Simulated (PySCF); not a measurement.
Molfile (atoms numbered from 1):
```
C5H3ClO2
     RDKit          3D

 11 11  0  0  0  0  0  0  0  0999 V2000
    2.7237    0.2516    0.9235 O   0  0  0  0  0  0  0  0  0  0  0  0
    1.9902    0.3670   -0.0085 C   0  0  0  0  0  0  0  0  0  0  0  0
    2.6043    0.9023   -1.5795 Cl  0  0  0  0  0  0  0  0  0  0  0  0
    0.5705    0.1141   -0.0372 C   0  0  0  0  0  0  0  0  0  0  0  0
   -0.2510   -0.3133    0.9889 C   0  0  0  0  0  0  0  0  0  0  0  0
   -1.5407   -0.4027    0.4414 C   0  0  0  0  0  0  0  0  0  0  0  0
   -1.4148   -0.0257   -0.8693 C   0  0  0  0  0  0  0  0  0  0  0  0
   -0.1570    0.2841   -1.1620 O   0  0  0  0  0  0  0  0  0  0  0  0
    0.0575   -0.5262    1.9913 H   0  0  0  0  0  0  0  0  0  0  0  0
   -2.4379   -0.7030    0.9418 H   0  0  0  0  0  0  0  0  0  0  0  0
   -2.1393    0.0546   -1.6564 H   0  0  0  0  0  0  0  0  0  0  0  0
  1  2  2  0
  2  3  1  0
  2  4  1  0
  4  5  2  0
  5  6  1  0
  6  7  2  0
  7  8  1  0
  8  4  1  0
  5  9  1  0
  6 10  1  0
  7 11  1  0
M  END
```

PySCF 2.14 calculation with structure optimised with GFN2-xTB and shielding tensors at PBE0/pcSseg-1 (GIAO); one computed conformer, gas phase, relativity neglected.

Scale: TMS for 13C (σref 186.93) and 1H (σref 31.72); 17O (σref 336.08) vs H2O; 35Cl (σref 949.78) against HCl (reference shieldings calculated alike).

```tsv
atoms	nucleus	count	δ (ppm)
O8	17O	1	316.7
H10	1H	1	6.93
C4	13C	1	151.6
H9	1H	1	7.78
O1	17O	1	?
C2	13C	1	164.1
C7	13C	1	154.5
Cl3	35Cl	1	?
H11	1H	1	?
C5	13C	1	130.2
C6	13C	1	120.9
```

Problem. Complete the table.

Solution. 
- H11: 7.77 ppm, hydrogen on an aromatic CH next to the ring oxygen; ring-current deshielding
- O1: 537.3 ppm, carbonyl oxygen
- Cl3: 427 ppm, chlorine bonded to C

Carbons that carry Cl, above all several Cl atoms, come out too deshielded, partly because spin–orbit coupling is missing. Shifts are as computed. Against solution values, carbons near 30 ppm lie about +3 ppm off and those near 130 ppm about +5 ppm; carbons on Cl a further +6 ppm. Of 1211 compounds with measured shifts, 218 miss one by over three times the rms of a fit or turn the order of signals round; such compounds aren't used in these exercises. Unscaled 17O shifts of doubly bonded oxygen tend to come out too high, by tens of ppm or more. Experimental scales use liquid or dissolved standards, which lie at an offset from isolated H2O (liquid H2O: subtract about 36 ppm).
